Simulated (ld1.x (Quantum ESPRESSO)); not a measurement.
# In: one change to a TM potential, before and after

| Item | Value |
| --- | --- |
| Element | indium (In) |
| Generator | ld1.x (Quantum ESPRESSO) 7.5 |
| Type | norm-conserving Troullier–Martins (Kleinman–Bylander form) |
| Functional | PBE |
| Relativity | scalar-relativistic |
| Frozen core | [Kr] |
| Valence charge | 13 |
| Reference configuration | 4d10 5s2 5p0.5 (charge +0.5) |
| Partial waves | 5s (bound): rc 2.00 bohr; 4d (bound): rc 1.10 bohr; 5p (bound): rc 2.40 bohr |
| Local potential | the p channel |
| Core correction | a·sin(br)/r model core inside 0.55 bohr |

Change: wave 5s (bound): rc 2.00 bohr becomes 5s (bound): rc 2.06 bohr.

Cutoffs: the cutoffs (Ry, on a coarse ladder) from which the occupation-weighted sum of valence levels, in a spherical-Bessel basis at the reference potential, stays within 10 and 1 mRy of its value at 400 Ry; they do not see the model core or the augmentation charge, which bear on the density cutoff. Errors are all-electron minus pseudo energies relative to the spin-unpolarised reference configuration.

**Question.** Predict the effect on cutoff, ghosts and configuration errors.

**Answer.** The potential gets neither clearly harder nor softer (100 Ry and 120 Ry → 100 Ry and 120 Ry); the number of tests with a reliable result goes from 6 to 7; the errors of the 6 common tests hardly move; neither file shows a bound ghost.

| quantity | base | changed |
| --- | --- | --- |
| cutoff, loose | 100 Ry | 100 Ry |
| cutoff, tight | 120 Ry | 120 Ry |
| bound ghosts | none | none |
| tests with a reliable result | 6 of 7 | 7 of 7 |
| error for 4d10 5s2 5p1, meV [ΔE -1.94 eV] | +0.5 | +0.5 |
| error for 4d10 5s2 5p0, meV [ΔE 3.42 eV] | -1.1 | -1.1 |
| error for 4d10 5s2 5p1.3, meV [ΔE -2.47 eV] | +0.6 | +0.6 |
| error for 4d10 5s1 5p2, meV [ΔE 3.90 eV] | -3.6 | -3.5 |
| error for 4d9 5s2 5p2, meV [ΔE 16.37 eV] | -354 | -355 |
| error for 4d9 5s2 5p1, meV [ΔE 23.17 eV] | -298 | -300 |
| s: phases at 2.59 bohr within 0.05 rad from the reference energy up to (Ry; the scan ends near 5) | 1.4 | 1.4 |
| p: phases at 2.59 bohr within 0.05 rad from the reference energy up to (Ry; the scan ends near 5) | 3.2 | 3.2 |
| d: phases at 2.59 bohr within 0.05 rad from the reference energy up to (Ry; the scan ends near 5) | -0.0 | -0.0 |
